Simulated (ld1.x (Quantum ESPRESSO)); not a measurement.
# bromine (Br): from the effect back to the setting (PAW)

Base potential:

ld1.x (Quantum ESPRESSO) 7.5 input, shortened:

```
&input
   title='Br', zed=35., rel=1, dft='PBE', iswitch=3,
   config='[Ar] 3d10 4s2 4p5'
 /
 &inputp
   pseudotype=3, lpaw=.true., tm=.true., lloc=-1, rcloc=1.20,
   nlcc=.true., new_core_ps=.true., rcore=0.85,
   which_augfun='PSQ', rmatch_augfun_nc=.true.
 /
6
4S  1  0   2.00   0.00  1.35  1.60  0.0
4S  1  0   0.00   1.85  1.35  1.60  0.0
4P  2  1   5.00   0.00  1.05  1.35  0.0
4P  2  1   0.00   1.90  1.05  1.35  0.0
3D  3  2  10.00   0.00  0.90  1.20  0.0
3D  3  2   0.00  -1.20  0.90  1.20  0.0
 &test
   configts(1)='3d10 4s2 4p5'
 /
```

Cutoffs, loose and tight: the cutoffs (Ry, on a coarse ladder) from which the occupation-weighted sum of valence levels, in a spherical-Bessel basis at the reference potential, stays within 10 and 1 mRy of its value at 400 Ry. They do not see the model core or the augmentation charge, which bear on the density cutoff. Test errors are all-electron minus pseudo excitation energies from the reference, over the configurations 3d10 4s2 4p4; 3d10 4s2 4p3; 3d10 4s2 4p2; 3d9 4s2 4p5; 3d10 4s1 4p6; 3d10 4s2 4p4.5; 3d10 4s1 4p5; variants that change the core or the reference have their own tests.

Only the scale of all radii but the core radius (base = 1) is moved (2 further runs of the sweep failed or gave no value and are left out):

```csv
scale of all radii but the core radius (base = 1),"cutoff, loose","cutoff, tight",bound ghosts,largest test error (meV)
0.96,110 Ry,180 Ry,p,"-7.8 over the solved tests; test run stopped at test 4 of 7 (negative rho), 1 before it not solved"
1.05,80 Ry,160 Ry,none,-14 over the solved tests; test run stopped at test 4 of 7 (negative rho)
1.16,55 Ry,100 Ry,none,-502
1.35,40 Ry,70 Ry,none,-16 over the solved tests; test run stopped at test 4 of 7 (negative rho)
```

**Question.** One more run gave cutoff, loose: 45 Ry; cutoff, tight: 80 Ry; bound ghosts: none; largest test error (meV): -834. Which value of the scale of all radii but the core radius (base = 1) was used?

**Answer.** 1.3. The loose cutoff moves one way along this sweep, from 110 Ry at 0.96 to 40 Ry at 1.35, which places the run between 1.16 and 1.35.
